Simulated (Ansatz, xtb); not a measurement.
Relative energy of two isomers of C4H9FGeS

Structure a is `CS[C@H]1[CH2][Ge@H]([F])[CH2]1`, a singlet and structure b is `[CH3][GeH2][C@]1(F)CCS1`, a singlet. Both are isolated molecules in the gas phase, relaxed with PBE-D3(BJ)/def2-SVP; each stands in its lowest conformer found.

Quicker runs give these differences E(b) − E(a): GFN2-xTB +20.1 kcal/mol; HF/STO-3G −10.3 kcal/mol (at GFN2-xTB geometries); r2SCAN-D4/def2-SVP +22.0 kcal/mol (at GFN2-xTB geometries).

Q: Which of the two would you expect CCSD(T)/def2-SVP + ΔMP2/def2-TZVPP electronic energies to favour?

A: Structure a; the calculation gives E(b) − E(a) = +25.4 kcal/mol.

The same difference at several levels:

```tsv
level	geometry	E(b) − E(a) (kcal/mol)	departure from the last row (kcal/mol)	job, with rough time for the two
GFN2-xTB	GFN2-xTB	+20.1	−5.3	optimisation, 0.33 s
HF/STO-3G	GFN2-xTB	−10.3	−35.7	single point, 0.68 s
r2SCAN-D4/def2-SVP	GFN2-xTB	+22.0	−3.4	single point, 5.7 s
PBE-D3(BJ)/def2-SVP	PBE-D3(BJ)/def2-SVP	+21.6	−3.8	optimisation, 34 s
HF/def2-SVP	PBE-D3(BJ)/def2-SVP	+23.1	−2.3	part of the CCSD(T) run
MP2/def2-SVP	PBE-D3(BJ)/def2-SVP	+26.2	+0.8	part of the CCSD(T) run
CCSD(T)/def2-SVP	PBE-D3(BJ)/def2-SVP	+23.3	−2.1	single point
CCSD(T)/def2-SVP + ΔMP2/def2-TZVPP	PBE-D3(BJ)/def2-SVP	+25.4		single point, 3 min
```

As drawn, b has 1 C–F, 1 Ge–H in place of 1 F–Ge, 1 C–H.

HF/STO-3G puts the two in the other order. The largest departure from CCSD(T)/def2-SVP + ΔMP2/def2-TZVPP is that of HF/STO-3G, 35.7 kcal/mol. The last row adds to CCSD(T) the change of the MP2 difference between the two basis sets, here +2.1 kcal/mol.

With thermal terms from frequencies at re-optimised GFN2-xTB minima (ideal gas, soft modes damped towards free rotors, one conformer each, 298.15 K, 1 atm): on the last row, ΔE + ΔZPE = +24.2, ΔH = +24.4, ΔG = +23.8 kcal/mol.

The correlated steps freeze 19 core orbitals; the filled d shell of Ge is correlated, in a basis made for valence electrons. Run with Ansatz 0.2.0, xtb 6.7.1; the last row on 4 threads of Arm Neoverse V1 on a shared host.
